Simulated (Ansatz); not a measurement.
`OC[SiH2]P` + `C[SiH2]O` → `C[SiH2]OCO` + `[SiH3]P`  (substitution at a C–Si bond)

Isolated molecules relaxed with PBE0-D4/def2-TZVP in Ansatz; ΔE leaves out vibrations. CBS: MP2 limit from def2 TZ/QZ plus the TZ coupled-cluster correction, frozen cores. This one scheme is used for every species. Functionals use def2-TZVPP. B3LYP here is the variant with VWN-RPA as its local correlation; programs differ in this. One conformer a species, not always the lowest.

| level | ΔE (kJ/mol) | difference from CCSD(T)/CBS |
| --- | --- | --- |
| PBE-D4 | 28.2 | -0.1 |
| r2SCAN-D4 | 24.6 | -3.7 |
| PBE0-D4 | 26.2 | -2.1 |
| B3LYP-D4 | 22.6 | -5.7 |
| ωB97X-V | 19.5 | -8.8 |
| ωB97M-V | 24.7 | -3.6 |
| B2PLYP | 22.3 | -6.0 |
| PBE | 27.0 | -1.3 |
| r2SCAN | 24.3 | -4.0 |
| PBE0 | 25.0 | -3.3 |
| B3LYP | 20.5 | -7.8 |
| HF/def2-TZVPP | 5.9 | -22.4 |
| MP2/def2-TZVPP | 27.6 | -0.7 |
| SCS-MP2/def2-TZVPP | 21.9 | -6.4 |
| CCSD/def2-TZVPP | 20.6 | -7.7 |
| CCSD(T)/def2-TZVPP | 22.2 | -6.1 |
| HF/def2-QZVPP | 6.4 | -21.9 |
| MP2/def2-QZVPP | 31.3 | 3.0 |
| SCS-MP2/def2-QZVPP | 25.8 | -2.5 |
| HF/CBS(def2) | 6.5 | -21.8 |
| MP2/CBS(def2) | 33.8 | 5.5 |
| CCSD/CBS(def2) | 26.8 | -1.5 |
| CCSD(T)/CBS | 28.3 | 0 |

Largest T1 diagnostic among the species: 0.013.

In def2-TZVPP, CCSD(T) changes the Hartree–Fock value by +16.3 kJ/mol (the triples alone add +1.5 kJ/mol) and MP2 by +21.7 kJ/mol.

CCSD(T)/CBS has its own doubt, a few kJ/mol and more with outer-core shells, so smaller differences from it don't rank the levels.
